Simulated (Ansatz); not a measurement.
Reaction (ligand exchange at a Ge–C bond): `ClC[CH2][GeH3]` + `NCS` → `SC[NH][GeH3]` + `CCCl`

Computed with Ansatz on PBE0-D4/def2-TZVP structures; ΔE is electronic, products minus reactants. CBS: MP2 limit from def2 TZ/QZ plus the TZ coupled-cluster correction, frozen cores. For Ge outer-core shells are correlated without core-valence functions, which leaves a few kJ/mol of doubt a bond. Scalar relativity is left out up to krypton. Each species was taken in one conformer, which may not be the lowest.

| level | ΔE (kJ/mol) |
| --- | --- |
| CCSD/def2-TZVPP | -31.5 |
| CCSD/CBS(def2) | -29.7 |

Question: What does CCSD(T)/CBS give? (Estimate.)

Answer: Computed: -30.1 kJ/mol. The listed levels differ from it by -1.4, 0.4 kJ/mol.

Largest T1 diagnostic among the species: 0.011.

In def2-TZVPP, CCSD(T) changes the Hartree–Fock value by +7.4 kJ/mol (the triples alone add −0.3 kJ/mol) and MP2 by +6.6 kJ/mol.

CCSD(T)/CBS has its own doubt, a few kJ/mol and more with outer-core shells, so smaller differences from it don't rank the levels.
